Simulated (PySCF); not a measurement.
Isomers of C6H9F3. Theory: PBE0-D3(BJ)/def2-SVP geometry optimisation, gas phase (PySCF). One conformer each; no zero-point energy, no entropy. No frequencies were run at this level. Point groups hold within 0.08 Å.

Task: Order them by energy at this level, lowest first, and give relative energies in kJ/mol.
A. `[CH2:1]=[CH:2][C@H:3]([CH2:4][CH3:5])[C:6]([F:7])([F:8])[F:9]` with C1–C2–C3–C4 -114°, C2–C3–C4–C5 64°
B. `[CH3:1][CH2:2][CH2:3][CH2:4][C:5]([F:6])=[C:7]([F:8])[F:9]` with C1–C2–C3–C4 -179°, C2–C3–C4–C5 176°, C3–C4–C5–F6 -64°

Result: A (0.0), B (91.7).

```json
{"SMILES": "C=C[C@H](CC)C(F)(F)F", "E (Eh)": "-532.63609", "E rel (kJ/mol)": "0.0", "dipole (D)": "2.20", "point group": "C1", "A, B, C (MHz)": "2040, 1299, 965.9"}
{"SMILES": "CCCCC(F)=C(F)F", "E (Eh)": "-532.60118", "E rel (kJ/mol)": "91.7", "dipole (D)": "1.92", "point group": "C1", "A, B, C (MHz)": "3366, 656.8, 588.8"}
```
